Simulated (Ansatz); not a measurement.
Ansatz (an electronic-structure program) input for C₂H₉ClOSi₂, SMILES C[Si@@H](Cl)[C@@H](O)[SiH3], PBE/def2-SVPD. Geometry: B3LYP-D3(BJ)/def2-SVP. The structure was generated by enumeration; whether it is a known compound was not checked. One conformer was computed; it need not be the lowest.

Ansatz 0.2 input:
```yaml
crystal:
  periodic: [false, false, false]
  atoms:
    - {symbol: C, position_ang: [2.29345859, -0.48193267, -0.74781721]}
    - {symbol: Si, position_ang: [0.98540917, 0.04143749, 0.48468562]}
    - {symbol: Cl, position_ang: [0.44724807, 2.02155701, 0.09453582]}
    - {symbol: C, position_ang: [-0.55129832, -1.06271015, 0.42348668]}
    - {symbol: O, position_ang: [-1.42067050, -0.84566470, 1.54244607]}
    - {symbol: Si, position_ang: [-1.63337597, -0.83694792, -1.12786296]}
    - {symbol: H, position_ang: [3.17439411, 0.17506904, -0.68127894]}
    - {symbol: H, position_ang: [1.90108095, -0.42664825, -1.77503957]}
    - {symbol: H, position_ang: [2.61838181, -1.51760167, -0.55475517]}
    - {symbol: H, position_ang: [1.49980742, 0.00617295, 1.88579057]}
    - {symbol: H, position_ang: [-0.18219011, -2.11355226, 0.38743932]}
    - {symbol: H, position_ang: [-0.91279484, -0.94577581, 2.35916639]}
    - {symbol: H, position_ang: [-2.26395484, 0.50794770, -1.13508022]}
    - {symbol: H, position_ang: [-2.68878399, -1.88864001, -1.14872721]}
    - {symbol: H, position_ang: [-0.76522006, -0.99312005, -2.33372653]}
basis:
  gaussian:
    orbitals: def2-SVPD
hamiltonian:
  xc: {name: PBE}
```

Output:

```
WARN ansatz: RAYON_NUM_THREADS=2 ignored (pool sized by the plan → 2); use --threads N
Functional definition: PBE
integrals: 0.20 GiB planned
1831 factors; their error is unknown
mean field: 1.17 GiB planned
mean field evaluation 1: about -32504.3269 eV, gradient 7.4e1 eV
mean field evaluation 2: about -32471.9052 eV, gradient 1.4e2 eV
mean field evaluation 4: about -32516.6765 eV, gradient 1.1e1 eV
mean field evaluation 8: about -32516.9297 eV, gradient 2.8e-1 eV
mean field evaluation 16: about -32516.8627 eV, gradient 5.1e-4 eV
mean field -32516.86267603 eV, -1194.9726626229 hartree, gradient 2.3e-5 eV, S^2 0.000000; 0 other end points of the search recorded, 0 dependent functions left out
reference -32516.86273638 eV, -1194.9726648407 hartree; 37, 37 occupied and 173, 173 virtual orbitals, 1831 factors
Total energy: -32516.86273638 eV, -1194.9726648407 hartree
```

Self-consistency was reached.
